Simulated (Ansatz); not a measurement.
Reactions of F$_{3}$H$_{3}$SiSn, SMILES `[F][Sn]([F])([F])[SiH3]`.

Computed with Ansatz on PBE0-D4/def2-TZVP structures; ΔE is electronic, products minus reactants. CCSD(T)/CBS is the MP2 limit (def2-TZVPP, def2-QZVPP) plus CCSD(T) − MP2 in def2-TZVPP, frozen cores. This one scheme is used for every species. Functionals use def2-TZVPP. def2 core potentials past Kr. For Sn outer-core shells are correlated without core-valence functions, which leaves a few kJ/mol of doubt a bond. One conformer a species, not always the lowest.

| reaction | CCSD(T)/CBS(def2) (kJ/mol) |
| --- | --- |
| `[F][Sn]([F])([F])[SiH3]` + H₂ → `[F][SnH]([F])[SiH3]` + H–F | 44 |
| `[F][Sn]([F])([F])[SiH3]` → `[F][Sn][F]` + `F[SiH3]` | -85 |
| `[F][Sn]([F])([F])[SiH3]` + `NC(O)(O)F` → `OC(O)(F)N[SiH3]` + `[F][SnH]([F])[F]` | ? |
| `[F][Sn]([F])([F])[SiH3]` + `[AlH2][O]C[SiH3]` → `[SiH3]C[O][AlH][SiH3]` + `[F][SnH]([F])[F]` | ? |
| `[F][Sn]([F])([F])[SiH3]` + `OC([SiH3])S` → `[SiH3]OC([SiH3])S` + `[F][SnH]([F])[F]` | -51 |
| `[F][Sn]([F])([F])[SiH3]` + H₂S → `[F][Sn]([F])([F])[SH]` + SiH₄ | -8 |
| `[F][Sn]([F])([F])[SiH3]` + `[OH][SnH3]` → `[SiH3][O][SnH3]` + `[F][SnH]([F])[F]` | -57 |
| `[F][Sn]([F])([F])[SiH3]` + H₂O → `[OH][Sn]([F])([F])[SiH3]` + H–F | 25 |
| `[F][Sn]([F])([F])[SiH3]` → `[F][SnH]([F])[F]` + `[SiH2]` | ? |

Task: Fill in the missing values. (Estimate.)

Result: The calculation gave: `[F][Sn]([F])([F])[SiH3]` + `NC(O)(O)F` → `OC(O)(F)N[SiH3]` + `[F][SnH]([F])[F]`: +8.1 kJ/mol; `[F][Sn]([F])([F])[SiH3]` + `[AlH2][O]C[SiH3]` → `[SiH3]C[O][AlH][SiH3]` + `[F][SnH]([F])[F]`: +41.8 kJ/mol; `[F][Sn]([F])([F])[SiH3]` → `[F][SnH]([F])[F]` + `[SiH2]`: +285.6 kJ/mol.

Largest T1 diagnostic: 0.017, for `[F][Sn][F]`.
